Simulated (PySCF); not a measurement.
Sn(H)2(Cl)(OMe) (CH₅ClOSn), SMILES C[O][SnH2][Cl]. Geometry: PBE-D3(BJ)/def2-SVP. The def2 effective core potentials stand for the cores of Sn; spin–orbit coupling is left out. One conformer was computed; it need not be the lowest.

Task: Give the equilibrium geometry at PBE-D3(BJ)/def2-SVP (PySCF confirms it by a frequency run) as bond lengths and angles. (An estimate is asked for; the answer gives what the named calculation found.)

Result: One answer among several that fit: 
Atoms: Sn1 Cl2 O3 C4 H5 H6 H7 H8 H9. Bond lengths (Å): Sn1–Cl2 2.378, Sn1–O3 2.003, Sn1–H5 1.717, Sn1–H6 1.728, O3–C4 1.415, C4–H7 1.118, C4–H8 1.112, C4–H9 1.115. Bond angles (°): Cl2–Sn1–O3 106.8, Cl2–Sn1–H5 109.5, Cl2–Sn1–H6 106.4, O3–Sn1–H5 104.3, O3–Sn1–H6 110.0, H5–Sn1–H6 119.4, Sn1–O3–C4 119.3, O3–C4–H7 113.3, O3–C4–H8 108.0, O3–C4–H9 112.8, H7–C4–H8 107.3, H7–C4–H9 107.6, H8–C4–H9 107.6.
Charge 0, spin multiplicity 1.
